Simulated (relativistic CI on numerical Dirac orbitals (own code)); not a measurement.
**Hyperfine structure of Pb LXXV, mass number 207**

Computed by Dirac-Coulomb-Breit CI, KLI orbitals optimised for each configuration, model QED (radiative potential, 1s self-energy scaled to tabulated hydrogen-like ionisation energies), unscaled Slater integrals (own radial code, finite nucleus).

Configurations in the expansion (outside the closed core 1s2): 2s²2p⁴, 2s2p⁵, 2p⁶, 2s²2p³3s, 2p⁵3s, 2p⁵3p, 2s²2p³3p, 2p⁵3d, 2s²2p³3d, 2s2p⁴3s, 2s2p⁴3p, 2s2p⁴3d, 2s²2p³4s, 2s²2p³4p, 2s²2p³4d, 2s²2p³4f. Levels of other configurations are missing.

Nuclear spin I = 1/2, μ = 0.5906 μN (tables of Stone and Pyykkö). The electronic factors are computed for point nuclear moments, without core polarisation or the Bohr-Weisskopf and QED corrections.

```
     Level   E (Ry)  A (GHz)
2s²2p⁴ ³P2    0.000     1374
2s²2p⁴ ³P1  166.360    -1976
2s²2p⁴ ¹D2  167.733     4747
2s2p⁵ ³P°2  201.751    12400
2s2p⁵ ¹P°1  209.000    -9640
2s2p⁵ ³P°1  372.242    30140
```

Levels with J = 0, under 50 % of one LS term, or S terms without an open s electron are left out. Small factors come from cancelling terms and can be off by tens of per cent or more.

At this charge energies of transitions that change n are usually good to better than 1 %, and those within a shell (Δn = 0) to a few per cent.

**Question.** Give the hyperfine levels of 2s²2p⁴ ³P1 relative to its centre of gravity.

**Answer.** With K = F(F + 1) − I(I + 1) − J(J + 1), E = AK/2: F = 1/2: 1976, F = 3/2: -988.2 GHz.

LS names give the leading component of a level, which can be under half, so a name can repeat, a term be missing and a line seem to break the LS rules.
